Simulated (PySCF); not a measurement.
The numbers are results of PySCF with B3LYP-D3(BJ)/def2-TZVP, not measurements. All species are isolated molecules in the gas phase. B3LYP has the VWN-RPA correlation part, as in Gaussian. Excitations are Tamm–Dancoff values on a coarser integration grid. The basis has no diffuse functions, so Rydberg states are missing or too high.

Reference species (SMILES): `[SiH3][Ga]([SiH3])[Br]` (neutral, multiplicity 1).

- LUMO = -2.64 eV
- HOMO = -7.05 eV
- T1 excitation (TDA) = 3.02 eV
- S1 oscillator strength = 0.000

Changed species: `[SiH3][Ga]([SiH3])[SiH3]` (3 of 3 Br replaced by SiH3; the reference has 2 of 3 Br replaced by SiH3).

Task: What does the change do to the LUMO, HOMO, T1 excitation (TDA) and S1 oscillator strength?

Result: the LUMO drops by 0.18 eV, to -2.82 eV; the HOMO is nearly the same; the T1 excitation (TDA) falls by 0.25 eV, to 2.77 eV; the S1 oscillator strength stays essentially unchanged.
